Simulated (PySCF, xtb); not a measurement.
Si(H)(vinyl)(OH)(OMe) (C₃H₈O₂Si), SMILES C=C[SiH](O)OC.

GFN2-xTB in xtb at its own geometry gives an orbital gap of 4.48 eV and a dipole moment of 1.26 D.

Geometry: PBE0-D3(BJ)/def2-SVP. One conformer was computed; it need not be the lowest.

Question: What does r2SCAN/def2-TZVP (PySCF) give? (The exact figures need the calculation; the answer reports its results.)

Answer: gap 5.55 eV (levels -6.98 and -1.43 eV), dipole 1.02 D.
